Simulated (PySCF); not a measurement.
Sn(2+) (tin, charge +2) across methods

[Kr] 4d9 5s2 5p1, one real determinant (an excited configuration). Computed with PySCF 2.14 in dyall-av2z (22s16p12d, 130 functions), with the non-relativistic Hamiltonian (point nucleus).

| method | E (hartree) | mean ε 5s α (eV) | mean ε 5s β (eV) | mean ε 5p α (eV) | Σ⟨r²⟩ (bohr²) | ⟨S²⟩ |
| --- | --- | --- | --- | --- | --- | --- |
| M06-2X | -6023.95 | -30.331 | -28.263 | -22.661 | 39.67 | 2.006 |
| B97-3 | -6023.24 | -29.180 | -27.835 | -21.467 | 39.50 | 2.003 |
| PBE | -6023.04 | -28.025 | -26.998 | -20.479 | 39.48 | 2.002 |
| LDA | -6018.12 | -28.349 | -27.439 | -20.542 | 39.37 | 2.001 |
| r2SCAN | -6023.56 | -28.311 | -27.087 | -20.811 | 39.48 | 2.005 |
| TPSS | -6023.27 | -28.052 | -26.840 | -20.584 | 39.49 | 2.003 |
| PBE0 | -6023.20 | -29.298 | -27.906 | -21.620 | 39.51 | 2.003 |

Task: Estimate the same row for UHF.

Result: E (hartree) = -6021.14936; mean ε 5s α (eV) = -32.240; mean ε 5s β (eV) = -29.516; mean ε 5p α (eV) = -24.349; Σ⟨r²⟩ (bohr²) = 40.03; ⟨S²⟩ = 2.011.

⟨L²⟩ = 8.01 against 12 for a pure F term, so this real determinant mixes terms. A non-relativistic calculation at this Z misses sizeable relativistic shifts.
